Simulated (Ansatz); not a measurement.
This geometry of H4OS2Si (8 atoms, charge 0, multiplicity 1) is a first-order saddle point.

The calculation used Ansatz, RKS BHLYP/def2-SVP.

```xyz
8
Properties=species:S:1:pos:R:3
O -1.309 1.901 -0.056
S -0.656 1.077 -1.375
S 1.219 0.692 -0.638
Si 0.789 -1.154 0.418
H -2.203 2.146 -0.307
H -0.279 -0.926 1.409
H 2.054 -1.530 1.087
H 0.385 -2.205 -0.538
```

Task: Which two structures does it join? (They come from a converged band through this point; their orientation in space is the band's.)

Result: No bond is made or broken. The dihedral H5–O1–S2–S3 goes from 83 to -87°.

First end point:

```xyz
8
Properties=species:S:1:pos:R:3
O -1.740 1.602 -0.208
S -0.820 0.950 -1.416
S 1.069 0.749 -0.572
Si 0.800 -1.153 0.429
H -1.608 2.551 -0.194
H -0.295 -1.061 1.413
H 2.086 -1.428 1.109
H 0.509 -2.210 -0.561
```

Last end point:

```xyz
8
Properties=species:S:1:pos:R:3
O -1.416 2.065 -0.420
S -0.706 1.062 -1.521
S 1.198 0.714 -0.755
Si 0.753 -1.054 0.404
H -1.826 1.539 0.267
H -0.342 -0.755 1.354
H 1.987 -1.399 1.144
H 0.351 -2.172 -0.473
```

Task: How far does it lie above each of them?

Result: 0.294 eV above the first and 0.255 eV above the second. This is the barrier of this one path; another mechanism may lie lower.

Time of the run: 6.2 min on 1 thread of Intel(R) Xeon(R) Processor @ 2.50GHz (Skylake/Cascade Lake), on a shared host, peak memory 0.19 GiB.
